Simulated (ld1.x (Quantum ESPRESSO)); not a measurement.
## How hard is this carbon PAW potential?

```json
{
  "Element": "C (Z = 6)",
  "Generator": "ld1.x (Quantum ESPRESSO) 7.5",
  "Type": "PAW",
  "Functional": "PBEsol",
  "Relativity": "scalar-relativistic",
  "Frozen core": "[He]",
  "Valence charge": "4",
  "Reference configuration": "2s1.5 2p2.5",
  "Partial waves": "2s (bound): rcut 1.15, rcutus 1.30 bohr; 2s channel at -0.5 Ry: rcut 1.15, rcutus 1.30 bohr; 2p (bound): rcut 2.35, rcutus 2.85 bohr; 2p channel at 1.15 Ry: rcut 2.35, rcutus 2.85 bohr; 3d channel at 0.4 Ry: rcut 1.90, rcutus 2.40 bohr; 3d channel at 1.55 Ry: rcut 1.90, rcutus 2.40 bohr",
  "Local potential": "all-electron potential smoothed inside 2.80 bohr (lloc = -2)",
  "Core correction": "Bessel-smoothed model core, default radius (core density twice the valence density)",
  "Augmentation charge": "BESSEL, radius 0.95 bohr"
}
```

The pseudo-atom Hamiltonian at the reference potential is diagonalised in spherical Bessel functions j_l(qr) that vanish at 20 bohr, with q² up to the cutoff. All-electron valence levels (Ry): 2s -1.0205, 2p -0.4011.

**Question.** How do the lowest levels (Ry) of each channel move with the cutoff, and are there ghosts?

**Answer.**

```tsv
cutoff (Ry)	s #1	p #1	d #1	f #1	f #2	Σ f·Δε (mRy)
8	-1.0190	-0.4000	0.0729	0.1172	0.2524	5.1
10	-1.0202	-0.4010	0.0729	0.1172	0.2524	0.8
12	-1.0203	-0.4010	0.0728	0.1172	0.2524	0.6
15	-1.0203	-0.4011	0.0728	0.1172	0.2524	0.4
400	-1.0205	-0.4012	0.0728	0.1172	0.2524	0.0
```

Result: no extra level below or beside the all-electron valence levels (s, p, d, f tested); 10 mRy is reached at 8 Ry and 1 mRy at 10 Ry.

Test run stopped at test 3 of 7 (negative rho).
